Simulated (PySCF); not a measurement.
**Vanadium: a sound run and one with changed settings**

Sound run: V [Ar] 3d3 4s2, V⁺ [Ar] 3d4. Calculation: PySCF 2.14, in 6-31G* (5s4p2d1f, 34 functions); the non-relativistic Hamiltonian (point nucleus). The sound run starts from symmetry-adapted Hartree-Fock orbitals and uses a fine grid where one is needed.

Changed run: 26 angular points. This setting is unsound on purpose.

```
species  method  sound run (hartree)  changed run (hartree)  converged
      V     UHF           -942.79034             -942.79034        yes
      V    MN15           -943.78139             -943.72691        yes
      V  M06-2X           -943.76982             -943.75711        yes
     V⁺     UHF                  n/a             -942.55010         no
     V⁺    MN15           -943.54198             -943.52825        yes
     V⁺  M06-2X           -943.49579             -943.49217        yes
```

Ionisation energy of V:

```
method  sound run (eV)  changed run (eV)
  MN15           6.515             5.406
M06-2X           7.457             7.210
```

A coarse angular grid integrates products of high-l functions wrongly, so density functionals can shift, and the SCF can exploit the error; Hartree-Fock and MP2 need no grid.

For comparison, NIST gives 6.746 eV between the lowest levels.
